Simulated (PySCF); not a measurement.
H₃N₂, SMILES [NH]N, multiplicity 2. Atoms are numbered in the order given.

```xyz
5

N      0.6569    -0.3489     0.0854
N     -0.5538     0.1842    -0.1150
H      1.3217     0.4227     0.0096
H     -0.7283     1.1621     0.0764
H     -1.3151    -0.4320     0.1213
```
Charge 0, spin multiplicity 2.

Geometry: PBE0-D3(BJ)/def2-TZVP. The isomer is the one that the SMILES or the coordinates give; other isomers of the formula were not compared.

These are PySCF with TDA-PBE/def2-TZVPD values and carry that method's errors.

Vertical excitations. The molecule is in vacuum.

```json
[
 {"state": "root 1", "energy (eV)": "3.35", "λ (nm)": "370", "f": "0.003", "main pairs": "α HOMO→LUMO 100 %"},
 {"state": "root 2", "energy (eV)": "4.13", "λ (nm)": "300", "f": "0.005", "main pairs": "β HOMO→LUMO 97 %"},
 {"state": "root 3", "energy (eV)": "4.46", "λ (nm)": "278", "f": "0.006", "main pairs": "α HOMO→LUMO+1 98 %"},
 {"state": "root 4", "energy (eV)": "5.15", "λ (nm)": "241", "f": "0.004", "main pairs": "α HOMO→LUMO+2 100 %"},
 {"state": "root 5", "energy (eV)": "5.90", "λ (nm)": "210", "f": "0.000", "main pairs": "α HOMO−1→LUMO 10 %, β HOMO→LUMO+1 88 %"},
 {"state": "root 6", "energy (eV)": "6.19", "λ (nm)": "200", "f": "0.050", "main pairs": "α HOMO→LUMO+3 55 %, α HOMO−1→LUMO 23 %, β HOMO−1→LUMO 20 %"},
 {"state": "root 7", "energy (eV)": "6.32", "λ (nm)": "196", "f": "0.044", "main pairs": "α HOMO−1→LUMO 66 %, α HOMO→LUMO+3 20 %, β HOMO→LUMO+1 11 %"},
 {"state": "root 8", "energy (eV)": "6.72", "λ (nm)": "184", "f": "0.001", "main pairs": "α HOMO→LUMO+4 99 %"},
 {"state": "root 9", "energy (eV)": "6.94", "λ (nm)": "179", "f": "0.029", "main pairs": "α HOMO→LUMO+3 9 %, β HOMO→LUMO+2 57 %, β HOMO−1→LUMO 26 %"},
 {"state": "root 10", "energy (eV)": "7.01", "λ (nm)": "177", "f": "0.026", "main pairs": "α HOMO−1→LUMO+1 21 %, α HOMO→LUMO+3 13 %, β HOMO−1→LUMO 35 %, β HOMO→LUMO+2 24 %"}
]
```
Unrestricted roots are not spin-pure.
